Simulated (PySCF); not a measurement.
PySCF job for Si(F)2(H)(NHMe) (CH5F2NSi), SMILES CN[SiH](F)F, TDA-PBE/def2-SVPD. Geometry: PBE0-D3(BJ)/def2-SVP. The structure was generated by enumeration, and PubChem lists no compound with its InChIKey, so it may never have been made. The values are those of a single conformer.

```python
import numpy as np
from pyscf import gto, scf, dft, tdscf

mol = gto.M(
    atom='''
    Si    0.50542846   -0.19338981   -0.06617966
    F     1.49624839    0.25019992    1.12818919
    F     0.99893962    0.69240424   -1.32740583
    N    -1.08665451    0.10812705    0.42846047
    C    -2.26367431   -0.58079269   -0.04857709
    H     0.68434177   -1.61175051   -0.43304837
    H    -1.27292088    0.92978826    0.99326824
    H    -1.97103060   -1.50583625   -0.56924031
    H    -2.85885741    0.01765190   -0.76108752
    H    -2.92559601   -0.87796653    0.78181239
    ''',
    basis='def2-SVPD',
    charge=0,
    spin=0,
    max_memory=1600,
    verbose=4,
)
mf = dft.RKS(mol, xc='pbe').density_fit(auxbasis='def2-universal-jkfit')
mf.grids.level = 3
mf.conv_tol = 1e-9
mf.max_cycle = 100
mf.kernel()
mf.grids = dft.Grids(mol).set(level=1).build(with_non0tab=True)  # coarser grid for the response kernel
td = tdscf.TDA(mf)
td.singlet = True
td.nstates = 10
td.conv_tol = 1e-4
td.positive_eig_threshold = 1e-6
td.kernel(x0=td.get_init_guess(mf, 15))
td.analyze()
tt = tdscf.TDA(mf)
tt.singlet = False
tt.nstates = 4
tt.conv_tol = 1e-4
tt.positive_eig_threshold = 1e-6
tt.kernel(x0=tt.get_init_guess(mf, 9))
tt.analyze(verbose=3)
```

Log of the run:

```
PySCF version 2.14.0

[INPUT] verbose = 4
[INPUT] num. atoms = 10
[INPUT] num. electrons = 50
[INPUT] charge = 0
[INPUT] spin (= nelec alpha-beta = 2S) = 0
[INPUT] symmetry False subgroup None
[INPUT] Mole.unit = angstrom
[INPUT] Symbol           X                Y                Z      unit          X                Y                Z       unit  Magmom
[INPUT]  1 Si     0.505428460000  -0.193389810000  -0.066179660000 AA    0.955121364961  -0.365453776182  -0.125061432417 Bohr   0.0
[INPUT]  2 F      1.496248390000   0.250199920000   1.128189190000 AA    2.827499671421   0.472809325188   2.131968585795 Bohr   0.0
[INPUT]  3 F      0.998939620000   0.692404240000  -1.327405830000 AA    1.887722296777   1.308454381088  -2.508433474851 Bohr   0.0
[INPUT]  4 N     -1.086654510000   0.108127050000   0.428460470000 AA   -2.053479415923   0.204330511157   0.809672943502 Bohr   0.0
[INPUT]  5 C     -2.263674310000  -0.580792690000  -0.048577090000 AA   -4.277724481114  -1.097539119249  -0.091797396028 Bohr   0.0
[INPUT]  6 H      0.684341770000  -1.611750510000  -0.433048370000 AA    1.293218520900  -3.045767045028  -0.818342817989 Bohr   0.0
[INPUT]  7 H     -1.272920880000   0.929788260000   0.993268240000 AA   -2.405471841440   1.757045165236   1.877004941829 Bohr   0.0
[INPUT]  8 H     -1.971030600000  -1.505836250000  -0.569240310000 AA   -3.724708017137  -2.845618100942  -1.075708284963 Bohr   0.0
[INPUT]  9 H     -2.858857410000   0.017651900000  -0.761087520000 AA   -5.402457534083   0.033357256578  -1.438246969624 Bohr   0.0
[INPUT] 10 H     -2.925596010000  -0.877966530000   0.781812390000 AA   -5.528575210020  -1.659116288235   1.477411297892 Bohr   0.0

nuclear repulsion = 252.53601501359
number of shells = 64
number of NR pGTOs = 218
number of NR cGTOs = 150
basis = def2-SVPD
ecp = {}


******** <class 'pyscf.df.df_jk.DFRKS'> ********
method = DFRKS
initial guess = minao
damping factor = 0
level_shift factor = 0
DIIS = <class 'pyscf.scf.diis.CDIIS'>
diis_start_cycle = 1
diis_space = 8
diis_damp = 0
SCF conv_tol = 1e-09
SCF conv_tol_grad = None
SCF max_cycles = 100
direct_scf = False
XC library pyscf.dft.libxc version 7.1.2
    S. Lehtola, C. Steigemann, M. J. T. Oliveira, and M. A. L. Marques,  SoftwareX 7, 1–5 (2018)
XC functionals = pbe
    J. P. Perdew, K. Burke, and M. Ernzerhof,  Phys. Rev. Lett. 77, 3865 (1996)
    J. P. Perdew, K. Burke, and M. Ernzerhof,  Phys. Rev. Lett. 78, 1396 (1997)
    J. P. Perdew, K. Burke, and M. Ernzerhof,  Phys. Rev. Lett. 77, 3865 (1996)
    J. P. Perdew, K. Burke, and M. Ernzerhof,  Phys. Rev. Lett. 78, 1396 (1997)
radial grids:
    Treutler-Ahlrichs [JCP 102, 346 (1995); DOI:10.1063/1.469408] (M4) radial grids

becke partition: Becke, JCP 88, 2547 (1988); DOI:10.1063/1.454033
pruning grids: <function nwchem_prune>
grids dens level: 3
symmetrized grids: False
atomic radii adjust function: <function treutler_atomic_radii_adjust>
small_rho_cutoff = 0
Set gradient conv threshold to 3.16228e-05
Initial guess from minao.
tot grids = 124768
init E= -584.660421089472
  HOMO = -0.295708263492659  LUMO = -0.0324370273266643  gap/eV = 7.16398
cycle= 1 E= -584.32009997624  delta_E= 0.34  |g|= 0.78  |ddm|= 4.22
  HOMO = -0.146442086422489  LUMO = 0.00339034420515238  gap/eV = 4.07715
cycle= 2 E= -583.998582511315  delta_E= 0.322  |g|= 1.57  |ddm|= 1.96
  HOMO = -0.223451692218774  LUMO = -0.00957328543621516  gap/eV = 5.81993
cycle= 3 E= -584.433127587703  delta_E= -0.435  |g|= 0.093  |ddm|= 1.25
  HOMO = -0.233388427097132  LUMO = -0.0128638754244146  gap/eV = 6.00078
cycle= 4 E= -584.434365998603  delta_E= -0.00124  |g|= 0.0611  |ddm|= 0.178
  HOMO = -0.226811179494178  LUMO = -0.0116812955577803  gap/eV = 5.85398
cycle= 5 E= -584.43512855874  delta_E= -0.000763  |g|= 0.0142  |ddm|= 0.0598
  HOMO = -0.228349684007441  LUMO = -0.0117025920383544  gap/eV = 5.89527
cycle= 6 E= -584.435171294889  delta_E= -4.27e-05  |g|= 0.00553  |ddm|= 0.0172
  HOMO = -0.228205412662488  LUMO = -0.0117622669877462  gap/eV = 5.88972
cycle= 7 E= -584.435177892943  delta_E= -6.6e-06  |g|= 0.000729  |ddm|= 0.0054
  HOMO = -0.228181409360912  LUMO = -0.0117554889916871  gap/eV = 5.88925
cycle= 8 E= -584.435177999915  delta_E= -1.07e-07  |g|= 0.000256  |ddm|= 0.0011
  HOMO = -0.228193751334859  LUMO = -0.0117570445162594  gap/eV = 5.88954
cycle= 9 E= -584.435178009707  delta_E= -9.79e-09  |g|= 0.000131  |ddm|= 0.000311
  HOMO = -0.228193592852043  LUMO = -0.0117577627432661  gap/eV = 5.88952
cycle= 10 E= -584.435178012604  delta_E= -2.9e-09  |g|= 1.55e-05  |ddm|= 0.000123
  HOMO = -0.228195735827646  LUMO = -0.0117589015182205  gap/eV = 5.88955
cycle= 11 E= -584.435178012656  delta_E= -5.23e-11  |g|= 5.61e-06  |ddm|= 2.95e-05
  HOMO = -0.228194521288859  LUMO = -0.0117583009476245  gap/eV = 5.88953
Extra cycle  E= -584.435178012654  delta_E= 2.96e-12  |g|= 7.54e-06  |ddm|= 1.82e-05
converged SCF energy = -584.435178012654
tot grids = 39672
Overwritten attributes  positive_eig_threshold  of <class 'pyscf.tdscf.rks.TDA'>


******** <class 'pyscf.tdscf.rks.TDA'> for <class 'pyscf.df.df_jk.DFRKS'> ********
nstates = 10 singlet
deg_eia_thresh = 1.000e-03
wfnsym = None
conv_tol = 0.0001
eigh lindep = 1e-12
eigh level_shift = 0
eigh max_cycle = 100


Excitation energies (eV)
[5.94453555 6.27020961 6.9486075  7.05092169 7.44027801 7.97626397
 8.2117919  8.55990031 8.60039322 8.85612863]

** Singlet excitation energies and oscillator strengths **
Excited State   1:      5.94454 eV    208.57 nm  f=0.0008
      25 -> 26        0.69960
Excited State   2:      6.27021 eV    197.74 nm  f=0.0133
      25 -> 27       -0.69877
Excited State   3:      6.94861 eV    178.43 nm  f=0.0212
      25 -> 28        0.51727
      25 -> 29       -0.46099
Excited State   4:      7.05092 eV    175.84 nm  f=0.0594
      25 -> 28       -0.45577
      25 -> 29       -0.52270
Excited State   5:      7.44028 eV    166.64 nm  f=0.0185
      25 -> 30       -0.70258
Excited State   6:      7.97626 eV    155.44 nm  f=0.0119
      25 -> 31       -0.70082
Excited State   7:      8.21179 eV    150.98 nm  f=0.0737
      25 -> 32        0.70175
Excited State   8:      8.55990 eV    144.84 nm  f=0.0146
      24 -> 26       -0.69052
Excited State   9:      8.60039 eV    144.16 nm  f=0.0022
      25 -> 33        0.70006
Excited State  10:      8.85613 eV    140.00 nm  f=0.0281
      24 -> 27       -0.65904
      25 -> 34        0.23379

** Transition electric dipole moments (AU) **
state          X           Y           Z        Dip. S.      Osc.
  1         0.0556     -0.0496     -0.0052      0.0056      0.0008
  2        -0.0539     -0.2108      0.1978      0.0864      0.0133
  3        -0.2695     -0.1042      0.2021      0.1243      0.0212
  4         0.5514     -0.1895     -0.0627      0.3438      0.0594
  5         0.0225      0.1236     -0.2930      0.1016      0.0185
  6         0.1815     -0.1139      0.1214      0.0607      0.0119
  7        -0.5454     -0.1578     -0.2091      0.3662      0.0737
  8         0.2396     -0.0704      0.0863      0.0698      0.0146
  9        -0.0244     -0.0722      0.0673      0.0103      0.0022
 10         0.0610     -0.2712     -0.2283      0.1294      0.0281

** Transition velocity dipole moments (imaginary part, AU) **
state          X           Y           Z        Dip. S.      Osc.
  1         0.0128     -0.0032      0.0129      0.0003      0.0010
  2        -0.0058     -0.0356      0.0528      0.0041      0.0119
  3        -0.0457     -0.0580      0.0434      0.0073      0.0191
  4         0.1001     -0.0197      0.0167      0.0107      0.0275
  5         0.0056      0.0327     -0.0741      0.0066      0.0160
  6         0.0342     -0.0081      0.0140      0.0014      0.0032
  7        -0.1309     -0.0286     -0.0399      0.0195      0.0431
  8         0.0503      0.0019      0.0222      0.0030      0.0064
  9        -0.0159     -0.0160      0.0185      0.0008      0.0018
 10         0.0240     -0.0666     -0.0544      0.0080      0.0163

** Transition magnetic dipole moments (imaginary part, AU) **
state          X           Y           Z
  1         0.3480     -0.3704     -0.2066
  2        -0.2111     -0.0636     -0.0288
  3         0.1081     -0.0906     -0.2054
  4        -0.2557     -0.2784     -0.0178
  5         0.0847      0.2707      0.2262
  6        -0.0575     -0.1461     -0.0001
  7        -0.1670      0.1294      0.1414
  8         0.3468      0.0353     -0.3537
  9        -0.2005      0.4283      0.2405
 10        -0.1185     -0.1459      0.6998


******** <class 'pyscf.tdscf.rks.TDA'> for <class 'pyscf.df.df_jk.DFRKS'> ********
nstates = 4 triplet
deg_eia_thresh = 1.000e-03
wfnsym = None
conv_tol = 0.0001
eigh lindep = 1e-12
eigh level_shift = 0
eigh max_cycle = 100


Excitation energies (eV)
[5.74591755 6.08080662 6.4144835  6.74600881]

** Triplet excitation energies and oscillator strengths **
Excited State   1:      5.74592 eV    215.78 nm  f=0.0000
Excited State   2:      6.08081 eV    203.89 nm  f=0.0000
Excited State   3:      6.41448 eV    193.29 nm  f=0.0000
Excited State   4:      6.74601 eV    183.79 nm  f=0.0000
```

The calculation finished and met its thresholds.

Cost: around 50 core-seconds (rough).
